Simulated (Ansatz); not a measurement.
Cartesian coordinates in Å:
```
Al -0.625 0.910 -1.132
C 0.304 -0.848 -0.511
N 0.529 -0.847 0.767
Al -0.155 0.874 1.416
H -2.120 0.611 -1.613
H 0.357 1.767 -2.056
H 0.628 -1.748 -1.052
H 0.981 -1.661 1.180
H 0.099 0.942 3.001
```

Total charge 0; spin multiplicity 1. The bonds changed during the relaxation, so this is another structure than the one it started from.

**Question.** List the r2SCAN/def2-TZVPP orbital energies in eV (Ansatz 0.2.0). (Best estimate.)

**Answer.** The calculation gave: Occupied: -1517.17, -1515.67, -386.97, -275.02, -110.62, -109.21, -70.95, -70.81, -70.67, -69.47, -69.39, -69.34, -25.07, -16.61, -14.30, -11.55, -10.05, -9.43, -8.62, -6.97, -6.73, -5.41. Lowest empty: -2.93, -1.96, -0.65, -0.07, 1.02, 1.14, 1.85, 2.36.
